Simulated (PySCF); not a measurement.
A structure optimised at B3LYP-D3(BJ)/def2-TZVP, used in a PySCF frequency run:

```xyz
6

Si    -0.0090     0.5330     0.0000
O      0.1123    -1.1153     0.0000
H     -0.7277     1.0286     1.2003
H     -0.7277     1.0286    -1.2003
H      1.3776     1.0383     0.0000
H     -0.6945    -1.6354     0.0000
```
Charge 0, spin multiplicity 1.

### Question
Write its SMILES, formula and point group.

### Answer
O[SiH3], H4OSi, Cs

### Question
What are its rotational constants (standard atomic weights)?

### Answer
77.428, 13.772, 13.508 GHz
